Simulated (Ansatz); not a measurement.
Abridged output of a molecular run in Ansatz:

```
Functional definition: HF
1205 factors; integrals over basis functions are off by at most 1.6e-3 eV
mean field evaluation 1: about -32287.0245 eV, gradient 2.8e1 eV
mean field evaluation 2: about -32287.0422 eV, gradient 2.8e1 eV
mean field evaluation 4: about -32289.4768 eV, gradient 2.6e0 eV
mean field evaluation 8: about -32289.5032 eV, gradient 7.6e-5 eV
mean field -32289.50320793 eV, -1186.6173562801 hartree, gradient 2.2e-6 eV, S^2 0.000000; 0 other end points of the search recorded, 0 dependent functions left out
16 core orbitals not correlated: weight in the atoms' cores, before any rotation towards them, 1.000 or more for the frozen orbitals, at most 0.000 for the correlated occupied ones
reference -32289.50320793 eV, -1186.6173562801 hartree; 20, 20 occupied and 79, 79 virtual orbitals, 1205 factors
second order -17.22835076 eV of doubles, -0.00000000 eV of singles
cycle   1  -18.27825978 eV  change    -1.0e0 eV  update   8.8e-2
cycle   2  -18.69853063 eV  change   -4.2e-1 eV  update   2.6e-2
cycle   3  -18.77340407 eV  change   -7.5e-2 eV  update   1.2e-2
cycle   4  -18.77204071 eV  change    1.4e-3 eV  update   3.1e-3
cycle   5  -18.77067355 eV  change    1.4e-3 eV  update   1.1e-3
cycle   6  -18.77044448 eV  change    2.3e-4 eV  update   3.2e-4
cycle   7  -18.77039634 eV  change    4.8e-5 eV  update   9.7e-5
cycle   8  -18.77041589 eV  change   -2.0e-5 eV  update   3.5e-5
perturbative correction -0.50512609 eV, -0.0185630413 hartree
Total energy: -32308.77874990 eV, -1187.3257193822 hartree
```

Its atoms:

```xyz
10

C    -1.2812    0.6286    0.0412
C    -0.3861   -0.5374    0.4254
In    1.6231   -0.3530   -0.3016
Cl    2.2989    1.4387   -1.6290
Cl    3.3713   -1.8340    0.0924
H    -0.9142    1.5762    0.4402
H    -2.2925    0.4785    0.4315
H    -1.3618    0.7447   -1.0412
H    -0.7561   -1.4876    0.0329
H    -0.3013   -0.6546    1.5082
```

(1) Which basis set was used?
A. def2-QZVPP
B. def2-TZVPP
C. cc-pV(T+d)Z
D. def2-SVP

(2) Write the keys of the input that set method, charge and spin (a neutral closed shell needs none for the last two).

Answers

(1) D. It gives 115 functions.

(2) 
```yaml
correlation: {method: ccsd_t}
```
